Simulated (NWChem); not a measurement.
Molecule: InHBr₂; SMILES [InH]([Br])[Br]

```xyz
4

In     0.0000     0.0000    -0.7756
H      0.0000     0.0000    -2.4831
Br    -2.0734     0.0000     0.5784
Br     2.0734     0.0000     0.5784
```
Atoms are numbered in this order, from 1.

Program: NWChem. Coordinates come from a PBE0/def2-SVP optimisation. No frequency run checked for a minimum. def2 effective core potentials on In; no spin-orbit coupling. Ions are spin-unrestricted doublets at the neutral geometry; other ion states weren't tried.

For level PBE0/def2-SVP:

| Property | Value |
|---|---|
| −ε(HOMO) (eV) | 8.24 |

**Question.** How do the values read with level PBE/def2-SVP instead?

**Answer.** 
| Quantity | Result |
|---|---|
| −ε(HOMO) (eV) | 6.94 |
